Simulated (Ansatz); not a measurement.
Several settings on one geometry of `CC[SiH](C)C[SiH](C)C[SiH](C)C` (that of the charge 0 singlet, PBE-D4/def2-SVP). Ansatz on 4 threads of Arm Neoverse V2 on a shared host; times are rough.

```
atom   x (Å)   y (Å)   z (Å)
  C1  -3.274   1.589  -0.836
  C2  -3.298   0.055  -0.777
 Si3  -2.777  -0.679   0.899
  C4  -4.002  -0.168   2.251
  C5  -1.020  -0.126   1.359
 Si6   0.299  -0.341   0.014
  C7   0.281  -2.108  -0.662
  C8   2.018   0.096   0.683
 Si9   3.473  -0.105  -0.518
 C10   5.079   0.498   0.285
 C11   3.148   0.847  -2.121
 H12  -3.946   2.042  -0.076
 H13  -3.599   1.972  -1.826
 H14  -2.255   1.987  -0.653
 H15  -4.316  -0.329  -1.011
 H16  -2.633  -0.370  -1.561
 H17  -2.792  -2.186   0.780
 H18  -5.030  -0.507   2.010
 H19  -4.026   0.935   2.370
 H20  -3.719  -0.606   3.230
 H21  -1.048   0.947   1.653
 H22  -0.701  -0.689   2.264
 H23  -0.025   0.611  -1.115
 H24  -0.711  -2.369  -1.083
 H25   0.509  -2.838   0.142
 H26   1.039  -2.240  -1.461
 H27   1.998   1.151   1.035
 H28   2.214  -0.531   1.582
 H29   3.626  -1.573  -0.848
 H30   5.292  -0.058   1.221
 H31   5.944   0.360  -0.397
 H32   5.013   1.577   0.537
 H33   2.246   0.467  -2.643
 H34   2.984   1.925  -1.912
 H35   4.007   0.762  -2.817
```

Totals from different functionals, basis sets or treatments of relativity can't be compared as stabilities.

HSE06 is defined as in plane-wave codes, on full-range PBE exchange.

The spins typed aren't always the lowest for that charge.

(1) Give the basis size and estimate the energy, ⟨S²⟩ and time of these runs.

```
run                       method  charge    state                                                                                                              further keys
  1             RKS HSE06/STO-3G       0  singlet                                                                               scf: {omitted_lower_state_checks: [starts]}
  2      UKS revPBE0-D4/def2-SVP       1  doublet                                                                 scf: {omitted_lower_state_checks: [starts]}; forces asked
  3  ROKS PBE-D3(BJ)/aug-cc-pVDZ       1  doublet  final_grid: {core_spheres: 8, valence_spheres: 7, degree: 23}; scf: {omitted_lower_state_checks: [starts]}; forces asked
```

Results:

(1) 
```csv
run,functions,energy (Eh),⟨S²⟩,wall time
1,91,-1173.3457,–,2.9 s
2,286,-1186.8181,0.76,46 s
3,481,-1186.6705,–,49 s
```
